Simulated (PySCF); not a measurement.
# How methods differ on the excitation energy of Mg⁺

Mg⁺ [Ne] 3s1 (2S) → Mg⁺ [Ne] 3d1 (2D), as a difference of total energies. Calculation: PySCF 2.14, in dyall-acv3z (20s13p7d4f, 122 functions); the non-relativistic Hamiltonian (point nucleus). Correlated levels: valence and next inner shell: 1s2 frozen; virtual orbitals above 40 to 60 times the deepest correlated orbital energy dropped. The calculations carry no spin-orbit coupling.

```tsv
method	excitation energy (eV)	error (eV)
UHF	8.847	-0.017
LDA	8.841	-0.023
PBE	8.555	-0.309
PBE0	8.642	-0.222
r2SCAN	8.584	-0.280
PW91	8.597	-0.267
HSE06	8.631	-0.233
BP86	8.413	-0.451
MP2 (valence and next inner shell)	9.052	+0.188
SCS-MP2 (valence and next inner shell)	9.010	+0.146
```

Reference: 8.864 eV (measured; NIST levels, between the centres of gravity of the two terms).

Errors of the correlated levels include the incompleteness of this basis and the frozen core.

The promoted electron is Rydberg-like, and one or two diffuse shells describe it only roughly, which tends to raise the upper state.
